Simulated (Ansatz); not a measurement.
System: CH5BO2, charge 0, singlet. CH5BO2 (methylboronic acid, SMILES CB(O)O).
B3LYP-D3(BJ)/def2-TZVP minimum from Ansatz (a first-principles code):
```
B
O 1 1.3669
H 2 0.9599 1 113.38
O 1 1.3684 2 114.41 3 179.97
H 4 0.9602 1 113.58 2 180.00
C 1 1.5826 2 123.49 3 -0.18
H 6 1.0918 1 113.78 2 2.00
H 6 1.0941 7 107.31 1 -123.14
H 6 1.0943 7 107.26 8 -114.06
```

Wanted: atomisation energy (electronic, to ground-state atoms), in kcal/mol. UHF or UKS for unpaired electrons; spin-orbit terms are left out. CBS(X,Y): correlation extrapolated as X^-3, Hartree-Fock from the larger set. A bracket is a step between two methods taken in the basis named. The functionals are non-relativistic, so their misses hold any scalar relativity. Double hybrids freeze cores in their MP2 part. 'core' is core correlation in cc-pwCVTZ, 'X2C' scalar relativity in cc-pVTZ-DK, both at CCSD(T). Where a partner has so few electrons that a lower coupled-cluster level is exact, that level stands in.

CCSD(T)/CBS(cc-pVTZ,cc-pVQZ) + [CCSDT(Q) - CCSD(T)]/cc-pVDZ + core + X2C (Ansatz) gives 892.5 kcal/mol.

**Question.** What does PBE/def2-TZVPD (Ansatz) give here, and how do the other levels compare?

**Answer.** PBE gives 902.4 kcal/mol, 9.9 kcal/mol above it. Differences of the others: B3LYP/def2-TZVPD (Ansatz) -9.6; wB97M-V/def2-TZVPD (Ansatz) -1.4; B2PLYP/def2-TZVPD (Ansatz) -13.2; CCSD(T)/CBS(cc-pVTZ,cc-pVQZ) + core + X2C (Ansatz) -0.7 kcal/mol. Nearer than PBE: B3LYP/def2-TZVPD, wB97M-V/def2-TZVPD, CCSD(T)/CBS(cc-pVTZ,cc-pVQZ) + core + X2C.
